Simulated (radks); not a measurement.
Excited configurations of the lithium ion Li+: one electron is placed in a higher orbital outside 1s1. The ground configuration is [He]. Calculated with a radial shooting solver on a logarithmic mesh with Libxc functionals: scalar-relativistic Kohn-Sham, PBEsol, spin-polarised, spherical densities, point nucleus; open shells are filled with parallel spins first. Excitation = E - E(ground); binding = E(ion) - E, where the ion is the core of charge +2; n* = 2/sqrt(2 binding) in atomic units, and the quantum defect is n - n*.

outer orbital  excitation (eV)  binding (eV)     n*  <r> (bohr)
2s                      58.015        16.726  1.804       2.474
3s                      67.487         7.254  2.739       5.771
3p                      68.004         6.737  2.842       5.735
3d                      68.590         6.152  2.974       5.183
4s                      70.685         4.057  3.663       10.41
4p                      70.885         3.857  3.756       10.48
4f                      71.224         3.518  3.933       8.812
5f                      72.398         2.343  4.820       15.16
6s                      72.937         1.804  5.492       23.84
6p                      72.993         1.749  5.578       24.14
7s                      73.412         1.329  6.399       32.63
7p                      73.446         1.295  6.482       33.04

The Delta-SCF ionisation energy is 74.742 eV (NIST Atomic Spectra Database: 75.640 eV, theoretical). Self-interaction in the functional shifts the binding energies and quantum defects, so they are the method's values and not measured ones.
